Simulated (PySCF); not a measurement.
# Working with the constants of RbS

UHF-CCSD(T) constants of RbS, ²Π (doublet), unpaired electrons π ↑ (PySCF, scalar-relativistic core potentials, basis sets Rb def2-SVP with ECP28, S def2-SVP; masses 84.9118 and 31.9721 u):

* ωe: 224.9 cm⁻¹
* ωexe: 0.695 cm⁻¹
* Be: 0.081125 cm⁻¹
* αe: 0.000379 cm⁻¹
* D (centrifugal): 4.22e-08 cm⁻¹
* De to Rb + S: 1.90 eV

Problem. Give the vibrational terms G(v) and spacings up to v = 6.

Solution. G(v) = ωe(v+½) − ωexe(v+½)².

```csv
v,G(v) (cm⁻¹),G(v) − G(v−1),Bv (cm⁻¹)
0,112.3,,0.08094
1,335.8,223.5,0.08056
2,557.9,222.1,0.08018
3,778.6,220.7,0.07980
4,998.0,219.3,0.07942
5,1215.9,217.9,0.07904
6,1432.5,216.6,0.07866
```

Problem. How well does the Morse estimate ωe²/(4ωexe) reproduce De, and what is D0?

Solution. It gives 2.26 eV, 119 % of the computed De. D0 = De − G(0) = 1.90 − 0.01 = 1.89 eV.

Correlated steps freeze 5 core orbitals. Correlated levels converge slowly with the basis: in double zeta they bind strong bonds too weakly, by up to about 1 eV, and carry superposition errors of some tenths. Spin–orbit coupling is left out. The state was picked by a PBE0 search and need not be the measured ground state.
